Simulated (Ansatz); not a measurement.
`[OH][Sn][Br]` + H–F → `[F][Sn][Br]` + H₂O at 600 K and 1 bar (ligand exchange at the Sn–O bond).

Isolated molecules relaxed with PBE0-D4/def2-TZVP in Ansatz; ΔE leaves out vibrations. CCSD(T)/CBS is the MP2 limit (def2-TZVPP, def2-QZVPP) plus CCSD(T) − MP2 in def2-TZVPP, frozen cores. This one scheme is used for every species. Elements past krypton have def2 core potentials. For Br, Sn outer-core shells are correlated without core-valence functions, which leaves a few kJ/mol of doubt a bond. Scalar relativity is left out up to krypton. Each species was taken in one conformer, which may not be the lowest.

| species | CCSD(T)/CBS energy (Eh) | H − E (kJ/mol) | S (J/(mol·K)) |
| --- | --- | --- | --- |
| `[OH][Sn][Br]` | -2863.20849 | 70.7 | 363.3 |
| H–F | -100.39570 | 42.3 | 194.0 |
| `[F][Sn][Br]` | -2887.23951 | 35.9 | 350.0 |
| H₂O | -76.37941 | 76.8 | 212.8 |

H − E and S are ideal-gas, rigid-rotor, harmonic terms from PBE0-D4/def2-TZVP, for one conformer and one mirror image of each species. 1 Eh = 2625.50 kJ/mol, R = 8.31446 J/(mol·K).

Problem. By hand: ΔE, ΔH, ΔS and ΔG.

Solution. ΔE = (-2887.23951) + (-76.37941) − (-2863.20849) − (-100.39570) = -0.01473 Eh = -38.7 kJ/mol. Δ(H − E) = 35.9 + 76.8 − 70.7 − 42.3 = -0.3, so ΔH = -39.0 kJ/mol. ΔS = 350.0 + 212.8 − 363.3 − 194.0 = 5.5 J/(mol·K). ΔG = -39.0 − 600 × (5.5)/1000 = -42.3 kJ/mol.

Problem. By hand: the equilibrium constant, and the temperature at which ΔG would vanish if ΔH and ΔS stayed fixed.

Solution. log₁₀ K = −ΔG/(RT ln 10) = 3.7. ΔH and −TΔS have one sign here, so there is no such temperature.

The number of gas molecules stays the same, so ΔS is small and ΔH decides. A doubt of 5 kJ/mol in ΔE shifts log₁₀ K by 0.4 here. Other conformers and mirror images would add mixing entropy, several J/(mol·K) or more a flexible species. These are equilibria of isolated gas molecules and say nothing of rates. Largest T1 diagnostic: 0.015 (customary marks: 0.02 for closed shells, 0.045 for open ones).

ΔS is within the doubt of such terms, so its sign, and with it that verdict, could turn.
